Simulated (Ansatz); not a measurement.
# Errors in the atomisation enthalpy at 298 K

8 molecules holding Si, Ge, B, Al, Ga, P or As; the atomisation enthalpy at 298 K in kJ/mol, computed less measured. Shapes, held fixed at every level: PBE0-D4/def2-TZVP. Thermal terms are harmonic and unscaled (PBE0-D4/def2-TZVP); the spin-orbit lowering of the free atoms is taken from their spectra. Programs: Ansatz 0.2.0. Measured values: CRC Handbook of Chemistry and Physics, NIST-JANAF tables.

Levels: A = HF/def2-TZVPP; B = SPW92/def2-TZVPP; C = MP2/def2-SVP; D = CCSD(T)/def2-SVP.

```csv
molecule,from tabulated heats,A,B,C,D
AsBr3 (arsenous tribromide),768,-414,+226,-128,-165
BBr3 (boron tribromide),1110,-329,+233,+10,-63
BCl3 (boron trichloride),1337,-334,+245,+5,-65
BI3 (boron triiodide),819,-295,+253,+23,-40
GeI4 (germanium tetraiodide),856,-394,+236,-65,-129
SiH3I (SMILES [SiH3]I),1213,-301,+131,-104,-92
SiHI3 (SMILES I[SiH](I)I),1063,-373,+192,-106,-146
SiI4 (SMILES I[Si](I)(I)I),987,-421,+218,-108,-176
```

(1) Which level does best on this set, which worst, and which err to one side?

Answers

(1) 
```csv
level,kind,mean error,mean absolute error,worst case
HF/def2-TZVPP,Hartree–Fock,-357.6,357.6,SiI4
SPW92/def2-TZVPP,LDA,+216.8,216.8,BI3
MP2/def2-SVP,perturbation theory,-59.1,68.6,AsBr3
CCSD(T)/def2-SVP,coupled cluster or CI,-109.5,109.5,SiI4
```

On this set MP2/def2-SVP has the smallest mean absolute error and HF/def2-TZVPP the largest. HF/def2-TZVPP is too low in 8 of 8; SPW92/def2-TZVPP is too high in 8 of 8; MP2/def2-SVP is too low in 5 of 8; CCSD(T)/def2-SVP is too low in 8 of 8. The heats of AsBr3 (arsenous tribromide), GeI4 (germanium tetraiodide), SiI4 (SMILES I[Si](I)(I)I) come from older tables and can be uncertain by 10 kJ/mol or more. The molecules' own spin-orbit lowering is left out, so errors for iodides read a little too negative. Heats of the atoms come from ATcT where it has them, that of boron, 570 kJ/mol, from recent work. The levels differ in basis as well as in method. The tabulated values of BBr3, BI3, SiH3I, SiHI3 are in doubt (older tables, estimates, or at odds with other calculations) and kept here. Over the 4 molecules whose values aren't doubted the mean absolute errors are A 390.8; B 231.2; C 76.5; D 133.8. Hartree–Fock lacks correlation and underbinds. Correlated wave functions converge slowly with the basis. For atoms past krypton def2 sets carry core potentials with scalar relativity. Relativity is left out for As, Br, Ge. Outer-core shells of As, Br, Ge, I are correlated, in sets that cover them unevenly. The set is small.
